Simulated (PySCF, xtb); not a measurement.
Cl5W, SMILES [Cl][W-]([Cl])([Cl])([Cl])[Cl] (connectivity only; charge and spin as stated), charge -1, multiplicity 3.

Harmonic wavenumbers (cm⁻¹) from GFN2-xTB (xtb 6.7.1) at its own minimum, in rising order: 72, 72, 106, 106, 109, 109, 116, 251, 265, 283, 302, 303.

### Question
What does PBE-D3(BJ)/def2-SVPD in PySCF give at its own minimum? (An estimate is asked for; the answer gives what the named calculation found.)

### Answer
74, 74, 123, 126, 126, 127, 127, 280, 283, 347, 359, 359. Paired by order, the mean absolute difference is 26 cm⁻¹ and the zero-point energies are 3.0 and 3.4 kcal/mol.
